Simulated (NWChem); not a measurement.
System: 1,3-disilacyclobutane (C₂H₈Si₂); SMILES C1[SiH2]C[SiH2]1

Here is an NWChem input.

```
start job
memory heap 200 mb stack 900 mb global 1100 mb
geometry units angstroms noautosym
  C      1.372508     0.000000     0.143326
  Si     0.000000     1.324042    -0.065283
  C     -1.372508     0.000000     0.143326
  Si     0.000000    -1.324042    -0.065283
  H      1.806362     0.000000     1.190769
  H      2.231998     0.000000    -0.590796
  H      0.000000     2.451264     0.968974
  H      0.000000     1.941452    -1.463474
  H     -1.806362     0.000000     1.190782
  H     -2.231998     0.000000    -0.590782
  H      0.000000    -2.451264     0.968974
  H      0.000000    -1.941452    -1.463474
end
basis spherical
  * library def2-svp
end
dft
  xc pbe0
  grid fine
  iterations 150
end
driver
  maxiter 120
  tight
end
task dft optimize
task dft freq
```

Excerpt of the output:

```
             Northwest Computational Chemistry Package (NWChem) 7.3.0
             --------------------------------------------------------

                             Geometry "geometry" -> ""
                             -------------------------

 Output coordinates in angstroms (scale by  1.889725989 to convert to a.u.)

  No.       Tag          Charge          X              Y              Z
 ---- ---------------- ---------- -------------- -------------- --------------
    1 C                    6.0000     1.37250800     0.00000000     0.14118098
    2 Si                  14.0000     0.00000000     1.32404200    -0.06742802
    3 C                    6.0000    -1.37250800     0.00000000     0.14118098
    4 Si                  14.0000     0.00000000    -1.32404200    -0.06742802
    5 H                    1.0000     1.80636200     0.00000000     1.18862398
    6 H                    1.0000     2.23199800     0.00000000    -0.59294102
    7 H                    1.0000     0.00000000     2.45126400     0.96682898
    8 H                    1.0000     0.00000000     1.94145200    -1.46561902
    9 H                    1.0000    -1.80636200     0.00000000     1.18863698
   10 H                    1.0000    -2.23199800     0.00000000    -0.59292702
   11 H                    1.0000     0.00000000    -2.45126400     0.96682898
   12 H                    1.0000     0.00000000    -1.94145200    -1.46561902

 Effective nuclear repulsion energy (a.u.)     216.9478719436

                                Z-matrix (autoz)
                                --------

 Units are Angstrom for bonds and degrees for angles

[...]

      ----------------------
      Optimization converged
      ----------------------

  Step       Energy      Delta E   Gmax     Grms     Xrms     Xmax
  ---- ---------------- -------- -------- -------- -------- --------
@   34    -659.42355788  6.8D-13  0.00000  0.00000  0.00001  0.00003
                                     ok       ok       ok       ok

                                Z-matrix (autoz)
                                --------

 Units are Angstrom for bonds and degrees for angles

[...]

 Rotational Constants
 --------------------
 A=   0.238586 cm-1  (  0.343264 K)
 B=   0.133487 cm-1  (  0.192054 K)
 C=   0.095606 cm-1  (  0.137553 K)

 Temperature                      =   298.15K
 frequency scaling parameter      =   1.0000

 Zero-Point correction to Energy  =   54.556 kcal/mol  (  0.086941 au)
 Thermal correction to Energy     =   58.316 kcal/mol  (  0.092933 au)
 Thermal correction to Enthalpy   =   58.909 kcal/mol  (  0.093877 au)

 Total Entropy                    =   75.741 cal/mol-K
   - Translational                =   39.320 cal/mol-K (mol. weight =  88.0165)
   - Rotational                   =   25.763 cal/mol-K (symmetry #  =        1)
   - Vibrational                  =   10.658 cal/mol-K

 Cv (constant volume heat capacity) =   23.555 cal/mol-K
   - Translational                  =    2.979 cal/mol-K
   - Rotational                     =    2.979 cal/mol-K
   - Vibrational                    =   17.596 cal/mol-K

[normal modes left out]

 ----------------------------------------------------------------------------
 Normal Eigenvalue ||           Projected Infra Red Intensities
  Mode   [cm**-1]  || [atomic units] [(debye/angs)**2] [(KM/mol)] [arbitrary]
 ------ ---------- || -------------- ----------------- ---------- -----------
    1       -0.000 ||    0.000000           0.000         0.000       0.000
    2       -0.000 ||    0.000000           0.000         0.000       0.000
    3        0.000 ||    0.000087           0.002         0.085       0.022
    4        0.000 ||    0.000032           0.001         0.031       0.008
    5        0.000 ||    0.000000           0.000         0.000       0.000
    6        0.000 ||    0.000025           0.001         0.024       0.006
    7       84.217 ||    0.002071           0.048         2.019       0.521
    8      377.669 ||    0.001841           0.042         1.794       0.463
    9      412.190 ||    0.000184           0.004         0.179       0.046
   10      446.543 ||    0.000257           0.006         0.250       0.065
   11      497.315 ||    0.007567           0.175         7.377       1.905
   12      572.077 ||    0.000000           0.000         0.000       0.000
   13      627.829 ||    0.000000           0.000         0.000       0.000
   14      649.349 ||    0.042683           0.985        41.610      10.743
   15      657.103 ||    0.001172           0.027         1.143       0.295
   16      749.934 ||    0.000000           0.000         0.000       0.000
   17      753.285 ||    0.028032           0.647        27.327       7.056
   18      771.993 ||    0.000990           0.023         0.965       0.249
   19      797.573 ||    0.082017           1.892        79.954      20.644
   20      902.554 ||    0.320531           7.395       312.470      80.677
   21      928.662 ||    0.000000           0.000         0.000       0.000
   22      931.912 ||    0.130285           3.006       127.008      32.793
   23      957.698 ||    0.006038           0.139         5.886       1.520
   24      966.397 ||    0.013371           0.308        13.035       3.365
   25      968.811 ||    0.000000           0.000         0.000       0.000
   26      979.710 ||    0.207323           4.783       202.109      52.183
   27     1358.165 ||    0.025464           0.587        24.824       6.409
   28     1373.929 ||    0.004323           0.100         4.214       1.088
   29     2209.025 ||    0.297456           6.863       289.975      74.869
   30     2216.090 ||    0.050032           1.154        48.773      12.593
   31     2222.092 ||    0.004497           0.104         4.384       1.132
   32     2226.814 ||    0.203225           4.689       198.114      51.152
   33     3094.429 ||    0.000217           0.005         0.212       0.055
   34     3095.253 ||    0.000246           0.006         0.239       0.062
   35     3175.375 ||    0.000050           0.001         0.048       0.013
   36     3176.840 ||    0.000266           0.006         0.260       0.067
 ----------------------------------------------------------------------------
```

Level: PBE0/def2-SVP. The printed entropy takes a lower symmetry number than the molecule has.
